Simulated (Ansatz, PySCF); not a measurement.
Molecule: sum formula AlO2H2, net charge 0, doublet state. It need not be the lowest isomer of its formula. 
Coordinates optimised at B3LYP-D3(BJ)/def2-TZVP (Ansatz, a first-principles code):
```
Al
O 1 1.7036
H 2 0.9597 1 126.28
O 1 1.7036 2 125.35 3 0.00
H 4 0.9597 1 126.28 2 0.00
```
Charge 0, spin multiplicity 2.

Wanted: atomisation energy (electronic, to ground-state atoms), in kcal/mol. Cores are frozen in the correlated levels unless marked. UHF or UKS for open shells. No spin-orbit coupling. Non-relativistic unless marked X2C. The coupled-cluster limit lacks core correlation, which all-electron functionals hold. Basis-set limits of correlation are two-point, X^-3; Hartree-Fock from the larger set. The bracket is a focal-point correction in the basis named.

```
level                                                                             program  atomisation energy (kcal/mol)  minus last row
-------------------------------------------------------------------------  --------------  -----------------------------  --------------
HF/aug-cc-pV(T+d)Z                                                                 Ansatz                          293.6          -136.2
PBE-D4/def2-TZVPD                                                          Ansatz + dftd4                          431.9             2.1
BP86-D3(BJ)/def2-TZVPD                                                      PySCF + dftd3                          437.3             7.5
M06-L-D4/def2-TZVPD                                                         PySCF + dftd4                          413.6           -16.2
r2SCAN-D4/def2-TZVPD                                                       Ansatz + dftd4                          428.4            -1.4
PBE0/6-31G*                                                                        Ansatz                          397.7           -32.1
PBE0-D3(BJ)/def2-TZVP                                                      Ansatz + dftd3                          416.1           -13.7
PBE0-D4/def2-TZVP                                                          Ansatz + dftd4                          416.1           -13.7
PBE0/def2-TZVPD                                                                    Ansatz                          416.1           -13.7
TPSSh/def2-TZVPD                                                                    PySCF                          414.5           -15.3
PW6B95-D3(BJ)/def2-TZVPD                                                    PySCF + dftd3                          421.0            -8.8
PW6B95-D4/def2-TZVPD                                                        PySCF + dftd4                          421.7            -8.1
MN15/def2-TZVPD                                                                     PySCF                          432.4             2.6
HSE06-D4/def2-TZVPD                                                        Ansatz + dftd4                          417.7           -12.1
MP2/aug-cc-pV(T+d)Z                                                                Ansatz                          437.4             7.6
CCSD/6-31G*                                                                        Ansatz                          365.1           -64.7
CCSD(T)/STO-3G                                                                     Ansatz                          332.1           -97.7
CCSD(T)/cc-pV(T+d)Z                                                                Ansatz                          413.0           -16.8
X2C-CCSD(T)/cc-pVTZ-DK                                                             Ansatz                          409.4           -20.4
RI-MP2/CBS(cc-pV(T+d)Z,cc-pV(Q+d)Z)+[CCSD(T)-MP2]/cc-pV(T+d)Z                      Ansatz                          429.6            -0.2
RI-MP2/CBS(aug-cc-pV(T+d)Z,aug-cc-pV(Q+d)Z)+[CCSD(T)-MP2]/aug-cc-pV(T+d)Z          Ansatz                          429.8             0.0
```
